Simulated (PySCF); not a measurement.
MnF2, SMILES [F][Mn][F] (connectivity only; charge and spin as stated), neutral, multiplicity 6.

Geometry optimised at PBE0-D3(BJ)/def2-TZVP. The spin state was assumed, not searched. The isomer is the one that the SMILES or the coordinates give; other isomers of the formula were not compared.

Method: ωB97X/def2-TZVPD (PySCF).

Gas-phase values at a fixed geometry.

- total energy = -1350.85355 hartree
- point group = D∞h
- α spin, highest occupied and lowest empty level = -11.09 and 0.90 eV
- β spin, highest occupied and lowest empty level = -13.20 and -1.82 eV
- dipole moment = 0.00 D
- mean static polarisability = 24.8 bohr³ (3.67 Å³)
- polarisability, principal values = 22.6, 22.6, 29.1 bohr³
- ⟨S²⟩ = 8.757 (pure state 8.75)
